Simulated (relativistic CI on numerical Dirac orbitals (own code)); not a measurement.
Slater and spin-orbit integrals, Pb45+

Computed by Dirac-Coulomb-Breit CI, separate exchange-only KLI orbitals for each configuration, model QED, unscaled Slater integrals (own radial code, finite nucleus).

Slater integrals F^k, G^k are unscaled and averaged over j, outside the closed core [Ar] 3d10; ζ comes from projecting the Hamiltonian with its Breit term on Σ l·s of the shell.

- 4s2.4p6.4d: ζ(4d) = 107200 cm⁻¹; <r>(4d) = 0.3576, <r^2>(4d) = 0.1463 (bohr units).
- 4s2.4p6.4f: ζ(4f) = 20577 cm⁻¹; <r>(4f) = 0.33, <r^2>(4f) = 0.1228 (bohr units).
- 4s2.4p5.4d2: ζ(4p) = 855060, F^2(4d,4d) = 279320, F^4(4d,4d) = 190480, F^2(4p,4d) = 278870, G^1(4p,4d) = 343600, G^3(4p,4d) = 220770, ζ(4d) = 106820 cm⁻¹; <r>(4p) = 0.3591, <r^2>(4p) = 0.1462, <r>(4d) = 0.3577, <r^2>(4d) = 0.1463 (bohr units).

Q: Give the Racah parameters of the d shell in 4s2.4p5.4d2.

A: B = F²/49 − 5F⁴/441 = 3541 cm⁻¹ and C = 35F⁴/441 = 15117 cm⁻¹.

Averages of the first 10 configurations, taken without configuration mixing, which lowers the lowest level and can move excited configurations by several eV; other configurations of the list can lie among them:

| Configuration | Parity | States | Average energy above the lowest level (eV) |
| --- | --- | --- | --- |
| 4s2.4p6.4d | even | 10 | 22.2 |
| 4s2.4p6.4f | odd | 14 | 268.2 |
| 4s2.4p5.4d2 | odd | 270 | 286.2 |
| 4s.4p6.4d2 | even | 90 | 528.8 |
| 4s2.4p5.4d.4f | even | 840 | 529.5 |
| 4s.4p6.4d.4f | odd | 280 | 772.3 |
| 4s2.4p6.5s | even | 2 | 706.6 |
| 4s2.4p6.5p | odd | 6 | 811.8 |
| 4p6.4d3 | even | 120 | 1040.6 |
| 4p5.4d4 | odd | 1260 | 1300.9 |
